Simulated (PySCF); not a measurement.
Input file for PySCF: R-HF/STO-3G on CH3ISi (SMILES C[Si]I), a point of a torsion scan.

```python
from pyscf import gto, scf, dft, mp
from pyscf.data.elements import chemcore

mol = gto.M(
    atom='''
    C    -0.65194861   -0.01278732   -0.00085701
    Si    0.80136414    1.23115850    0.00695964
    I     2.65971314   -0.35854909    0.62829126
    H    -0.77801534   -0.48053386    0.97571143
    H    -1.59172791    0.47478378   -0.25551368
    H    -0.48751629   -0.80964665   -0.72639024
    ''',
    basis='sto-3g',
    charge=0, spin=0, verbose=3, max_memory=1800)
mf = scf.RHF(mol)
mf.conv_tol = 1e-8
mf.max_cycle = 100
mf.kernel()
if not mf.converged:
    mf = mf.newton().run(mf.mo_coeff, mf.mo_occ)
```

It printed:

```
converged SCF energy = -7175.45756692055
```

The run converged.

Cost: about 0.6 core-seconds (a rough figure).
